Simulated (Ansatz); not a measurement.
Q: Predict a relaxed structure of VO₂, charge 0, doublet, at PBE0-D4/def2-TZVP (Ansatz).

A: 
```xyz
3

V    -0.4899    0.2172    0.1659
O     0.2428   -0.9364    0.9944
O     0.2471    0.7191   -1.1603
```
Point group C2v (tolerance 0.1 Å). The metal has 2 neighbours: O 1.60 Å, O 1.60 Å. This is one stationary point.

No other spin state of charge 0 was run.
